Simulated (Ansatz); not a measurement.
```yaml
crystal:
  periodic: [false, false, false]
  atoms:
    - {symbol: F, position_ang: [-0.879231, -2.020283, 1.003892]}
    - {symbol: Si, position_ang: [0.308713, -0.944602, 1.050122]}
    - {symbol: Cl, position_ang: [1.982362, -1.882642, 0.304648]}
    - {symbol: Ge, position_ang: [-0.255720, 0.900730, -0.385536]}
    - {symbol: H, position_ang: [0.918323, 1.887812, -0.350275]}
    - {symbol: H, position_ang: [-1.521612, 1.580026, 0.154761]}
    - {symbol: H, position_ang: [-0.491434, 0.410759, -1.823410]}
basis:
  gaussian: {orbitals: def2-TZVPP}
magnetization: {spin_polarized: true, initial_magnetization: 1}
hamiltonian: {xc: {name: wB97X-V}}
outputs: {forces: true}
```

```sh
$ ansatz run in.yaml --threads 4 --pin off --events-out ev --progress --plain --max-ram 10444MiB
```

Output, abridged:

```
Error: YAML parse error: error: line 15 column 1: unknown field `outputs`, expected one of crystal, accuracy, basis, kpoints, hamiltonian, magnetization, projection, total_charge, correlation, batch, efield, external_charges, scf, relax, neb, saddle, md, ramp, phonons, dielectric, real_time, elastic, magnetic_configurations, gw, evaluate, workflow, output, checkpoint, execution
13 | magnetization: {spin_polarized: true, initial_magnetization: 1}
14 | hamiltonian: {xc: {name: wB97X-V}}
15 | outputs: {forces: true}
```

**Question.** What is wrong with this run?

**Answer.** The input holds a key that doesn't belong there. The input was rejected before any iteration.
